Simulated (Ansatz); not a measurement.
Bond stretch in SiNa (anion, charge -1), lowest triplet found (which spin is the ground state isn't settled by this scan).

Method: full CI/aug-cc-pVDZ, frozen core (Ansatz, a first-principles code).

Q: Relative to R = 2.99 Å, what are the energies at R = 2.16, 2.80, 4.03, 4.45 Å?

A: 30.6 kcal/mol at 2.16 Å, 0.7 kcal/mol at 2.80 Å, 7.8 kcal/mol at 4.03 Å, 11.2 kcal/mol at 4.45 Å.

Where the anion isn't bound against loss of the electron, the finite basis alone holds it. Also computed but left out beside FCI, since their determinant holds another spin at the minimum (<S²> over 0.7 above the pure value): UHF, UMP2, UCCSD, UCCSD(T), UCCSDT, UCCSDT(Q), UKS-CAM-B3LYP, UHF/LANL2DZ.
